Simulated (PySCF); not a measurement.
Correlation energy of Ne⁸⁺ (neon, charge +8)

1s2, closed-shell 1S. All numbers are calculated (PySCF 2.14, no relativity, point nucleus, in an even-tempered Gaussian basis (15 s from 3.6 bohr⁻², ratio 2.2; 7 p from 5.6 bohr⁻², ratio 2.4; 4 d from 17 bohr⁻², ratio 2.4; 3 f from 25 bohr⁻², ratio 2.4; 3 g from 38 bohr⁻², ratio 2.4)). Frozen: nothing; 2 electrons correlated; the 11 highest virtual orbitals of each spin left out.

With two correlated electrons CCSD is exact within the correlated space (frozen core and kept virtual orbitals).

```csv
level,correlation energy (mhartree)
CCSD,-45.06
```

Diagnostics: T1 = 2.4e-05, D1 = 0.0000, largest double amplitude 0.004.

Cost of the coupled-cluster step: of the order of 2.8 core-seconds, for 2 correlated electrons.

Iterations:

```
CC2 = 0
CCSD nocc = 1, nmo = 93
frozen orbitals [93, 94, 95, 96, 97, 98, 99, 100, 101, 102, 103]
max_cycle = 100
direct = 0
conv_tol = 1e-08
conv_tol_normt = 1e-06
diis_space = 8
diis_start_cycle = 0
Init t2, MP2 energy = -93.9049790475768  E_corr(MP2) -0.0439092798452632
Init E_corr(CCSD) = -0.043909279845266
cycle = 1  E_corr(CCSD) = -0.0450013671481391  dE = -0.0010920873  norm(t1,t2) = 0.000506306
cycle = 2  E_corr(CCSD) = -0.0450582668939758  dE = -5.68997458e-05  norm(t1,t2) = 2.86185e-05
cycle = 3  E_corr(CCSD) = -0.0450613369682651  dE = -3.07007429e-06  norm(t1,t2) = 1.77831e-06
cycle = 4  E_corr(CCSD) = -0.0450613190487737  dE = 1.79194914e-08  norm(t1,t2) = 3.12105e-08
cycle = 5  E_corr(CCSD) = -0.0450613189704795  dE = 7.8294142e-11  norm(t1,t2) = 3.12764e-10
CCSD converged
E(CCSD) = -93.90613108670198  E_corr = -0.04506131897047953
```
